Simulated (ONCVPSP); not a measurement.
Reading a pseudo-wave (Li (Z = 3))

Columns: radius, all-electron u(r) and pseudo u(r) of the 1s shell (level -51.85 eV) of lithium in the configuration 1s2 2s1; PBE, scalar-relativistic, ONCV scheme, ONCVPSP 4.0.1.

```
r (bohr)  all-electron  pseudo
   0.060        0.4662  0.2766
   0.120        0.7798  0.5375
   0.180        0.9811  0.7685
   0.240        1.1006  0.9584
   0.300        1.1603  1.0992
   0.360        1.1777  1.1891
   0.420        1.1650  1.2298
   0.480        1.1315  1.2274
   0.540        1.0841  1.1905
   0.600        1.0280  1.1285
   0.660        0.9666  1.0501
   0.720        0.9030  0.9642
   0.780        0.8390  0.8779
   0.840        0.7760  0.7966
   0.900        0.7150  0.7235
   0.960        0.6568  0.6591
   1.020        0.6016  0.6019
   1.080        0.5498  0.5498
   1.140        0.5015  0.5014
   1.200        0.4565  0.4565
   1.260        0.4149  0.4149
   1.320        0.3766  0.3766
   1.380        0.3413  0.3413
   1.440        0.3089  0.3089
   1.500        0.2793  0.2793
   1.560        0.2522  0.2522
```

Question: How many radial nodes do the two functions have?

Answer: The all-electron 1s function has n − l − 1 = 0; the pseudo-wave has 0.

Question: At about which radius was the pseudo-wave matched?

Answer: 1.10 bohr. The columns agree to 0.0005 from 1.02 bohr on; several derivatives are matched, so the curves merge somewhat inside the radius.

Question: Is the pseudo-wave norm-conserving?

Answer: Yes: the ONCV scheme keeps the norm inside the radius equal to the all-electron one, which fixes the energy derivative of the logarithmic derivative at the level.
